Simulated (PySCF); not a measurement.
AlBr₂, SMILES [Al+]([Br])[Br], charge +1. Geometry optimised at PBE-D3(BJ)/def2-TZVP. The multiplicity is an assumed one; other spin states were not compared. The isomer is the one that the SMILES or the coordinates give; other isomers of the formula were not compared.

Method: PBE-D3(BJ)/def2-TZVP (PySCF 2.14.0).

Harmonic wavenumbers (cm⁻¹): 109, 109, 247, 650. Rotational constants (GHz): 0.6747 (linear); symmetry number 2.

Task: Work out the zero-point energy and the ideal-gas rigid-rotor harmonic-oscillator thermochemistry at 298.15 K and 1 atm.

Result: ZPE = ½ Σ hcν = ½ × 1115 cm⁻¹ = 6.67 kJ/mol. H − E(el) = 20.75 kJ/mol. Entropy in J/(mol K): translation 173.97, rotation 78.44, vibration 36.42, total 288.83. G − E(el) = -65.36 kJ/mol. Cp = 56.63 J/(mol K). Modes under 150 cm⁻¹ make the vibrational entropy uncertain.
